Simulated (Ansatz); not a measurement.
`[CH3][In]([F])[Cl]` → `[CH2]` (triplet) + `[F][InH][Cl]` at 600 K and 1 bar (formal loss of a carbene).

Program: Ansatz. Geometries: PBE0-D4/def2-TZVP. ΔE: electronic, gas phase. CCSD(T)/CBS is the MP2 limit (def2-TZVPP, def2-QZVPP) plus CCSD(T) − MP2 in def2-TZVPP, frozen cores. This one scheme is used for every species. Triplets are unrestricted, without spin–orbit coupling. Elements past krypton have def2 core potentials. For In outer-core shells are correlated without core-valence functions, which leaves a few kJ/mol of doubt a bond.

```tsv
species	CCSD(T)/CBS energy (Eh)	H − E (kJ/mol)	S (J/(mol·K))
`[CH3][In]([F])[Cl]`	-789.33016	152.3	437.2
`[CH2]` (triplet)	-39.09499	66.5	220.8
`[F][InH][Cl]`	-750.05448	58.6	356.7
```

H − E and S are ideal-gas, rigid-rotor, harmonic terms from PBE0-D4/def2-TZVP, for one conformer and one mirror image of each species, with the whole ground term of open shells counted as degenerate. 1 Eh = 2625.50 kJ/mol, R = 8.31446 J/(mol·K).

Q: By hand: ΔE, ΔH, ΔS and ΔG.

A: ΔE = (-39.09499) + (-750.05448) − (-789.33016) = 0.18069 Eh = 474.4 kJ/mol. Δ(H − E) = 66.5 + 58.6 − 152.3 = -27.2, so ΔH = 447.2 kJ/mol. ΔS = 220.8 + 356.7 − 437.2 = 140.3 J/(mol·K). ΔG = 447.2 − 600 × (140.3)/1000 = 363.0 kJ/mol.

Q: By hand: the equilibrium constant, and the temperature at which ΔG would vanish if ΔH and ΔS stayed fixed.

A: log₁₀ K = −ΔG/(RT ln 10) = -31.6. ΔG = 0 at ΔH/ΔS = 3187 K, far beyond where these terms or the molecules hold.

The number of gas molecules changes by +1, which sets the sign of ΔS. A doubt of 5 kJ/mol in ΔE shifts log₁₀ K by 0.4 here. Other conformers and mirror images would add mixing entropy, several J/(mol·K) or more a flexible species. Modes under 60 cm⁻¹, often nearly free rotors, make the harmonic entropy too high. A triplet takes part, so the spin changes. These are equilibria of isolated gas molecules and say nothing of rates. Largest T1 diagnostic: 0.015 (customary marks: 0.02 for closed shells, 0.045 for open ones).
